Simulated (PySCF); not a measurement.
C₃H₇ClOSi, SMILES C(=C)(Cl)[Si@H](O)C.

Geometry optimised at ωB97X-D3(BJ)/def2-SVP. The structure was generated by enumeration; whether it is a known compound was not checked. Other conformers were not sampled.

These are PBE0/def2-TZVP (PySCF) values and carry that method's errors.

Isolated molecule, no solvent.

Computed frontier levels, gap, dipole moment and polarisability:
```json
{
 "highest_occupied_level": "-7.52 eV",
 "lowest_empty_level": "-0.62 eV",
 "orbital_gap": "6.90 eV",
 "dipole_moment": "1.32 D",
 "quadrupole, principal values (traceless, Buckingham form, about the centre of nuclear charge)": "-8.29, 1.31, 6.98 D·Å",
 "mean_static_polarisability": "76.1 bohr³ (11.28 Å³)",
 "polarisability_principal_values": "60.8, 80.1, 87.6 bohr³"
}
```
